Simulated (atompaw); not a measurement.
# LDA (PW92) PAW (atompaw) dataset for ruthenium (Ru), scalar-relativistic all-electron reference.

The input file (atompaw 4.2.0.5):

```
Ru 44
LDA-PW scalarrelativistic loggrid 1500 logderivrange -2 5 176
5 5 4 0 0 0
5 0 0.5
5 1 0
4 2 7.5
0 0 0
c
c
c
c
v
c
c
c
v
c
v
2
3.00 2.25 2.05 2.80
y
0.25
n
y
2.9
n
y
1.4
n
custom polynom2 7 10 vanderbiltortho sinc
3 1 vpsmatchnc
3.00
3.00
3.00
3.00
2.15
2.15
PWSCFOUT
UPFDX 0.0125d0 UPFXMIN -7.d0 UPFZMESH 44.d0
END
```

Command:

```bash
atompaw < Ru.input > Ru.log
```

Resulting log (summary file):

```
Completed calculations for Ru (AE)

 Exchange-correlation type: LDA, Perdew-Wang correlation

 Radial integration grid is logarithmic
 r0 =   1.9588811E-04 h =   8.6190767E-03   n =      1500 rmax =   8.0000000E+01

 Scalar relativistic calculation

 AEatom converged in  32 iterations
   nz     =  44.00
   delta  =       4.644356699542E-16

 All Electron Orbital energies:
  n  l      occupancy      energy
  1  0      2.0000000E+00 -1.6101417E+03
  2  0      2.0000000E+00 -2.3146612E+02
  3  0      2.0000000E+00 -4.0629576E+01
  4  0      2.0000000E+00 -5.5126547E+00
  5  0      5.0000000E-01 -2.9992865E-01
  2  1      6.0000000E+00 -2.0744079E+02
  3  1      6.0000000E+00 -3.2734470E+01
  4  1      6.0000000E+00 -3.3183319E+00
  5  1      0.0000000E+00 -5.9568517E-02
  3  2      1.0000000E+01 -1.9988279E+01
  4  2      7.5000000E+00 -3.1876051E-01

 Total energy
   Total                    :    -9052.57779040683454

 ---
 Completed calculations for Ru (SC)

 Exchange-correlation type: LDA, Perdew-Wang correlation

 Radial integration grid is logarithmic
 r0 =   1.9588811E-04 h =   8.6190767E-03   n =      1500 rmax =   8.0000000E+01

 Scalar relativistic calculation

 SCatom converged in   2 iterations
   nz     =  44.00
   delta  =       3.682324461618E-17

 Valence Electron Orbital energies:
  n  l      occupancy      energy
   5  0      5.0000000E-01 -2.9992865E-01
   5  1      0.0000000E+00 -5.9568517E-02
   4  2      7.5000000E+00 -3.1876051E-01

 Total energy
   Total                    :    -9052.57779040697460
   Valence                  :     -280.12145474232898

 PAW parameters:
       lmax =            2
         rc =    3.0244073570645660
        irc =         1120
   rc_shape =    2.2561154199941011
    rc_vloc =    2.0520227516439946
    rc_core =    2.8228807887604956
   Vloc: VPS match (norm-conservation) with l= 3;e=   1.0000E+00
   Projector type: improved polynomial pseudization + Vanderbilt ortho.
   Sinc^2 compensation charge shape zeroed at   2.2561E+00

 Number of basis functions     6
 No.   n  nodes  l      Energy         Cp coeff         Occ
  1    5    4    0   -0.2999287E+00  0.1960680E+03  0.5000000E+00
  2  999    5    0    0.2500000E+00  0.2110893E+02  0.0000000E+00
  3    5    3    1   -0.5956852E-01  0.1636631E+02  0.0000000E+00
  4  999    4    1    0.2900000E+01  0.3347294E+00  0.0000000E+00
  5    4    1    2   -0.3187605E+00  0.4749863E+00  0.7500000E+01
  6  999    2    2    0.1400000E+01 -0.2838523E+00  0.0000000E+00

 Eigenvalues of overlap operator (in the basis of projectors):
    1        5.18550348E-01
    2        1.13542696E+00
    3        2.65156355E+00
    4        1.02774652E+02
    5        3.04564951E+02
    6        5.91159557E+02

 Orbital leakage outside PAW augmentation regions
   orb  is_core?  %out_of_sphere
   1 0    T           0.00
   2 0    T           0.00
   3 0    T           0.00
   4 0    T           0.01
   5 0    F          56.44
   2 1    T           0.00
   3 1    T           0.00
   4 1    T           0.11
   5 1    F          86.21
   3 2    T           0.00
   4 2    F           9.06

 Summary of PAW energies
   Total valence energy     :   -280.12145710960601
   Smooth energy            :     12.01797705178546
   One center               :   -292.13943416139148
   Smooth kinetic           :     15.73270819579085
   Vloc energy              :     -6.05678314645389
   Smooth exch-corr         :     -3.93052512609584
   One-center xc            :   -253.90633191652799
```

Note: ghost states, extra bound levels that the all-electron valence spectrum of the same l lacks: s at -231.2 eV, p at -43.9 eV. A true bound ghost makes a file unfit for plane-wave use.

The run took about 6.9 s on one core of a shared server CPU.
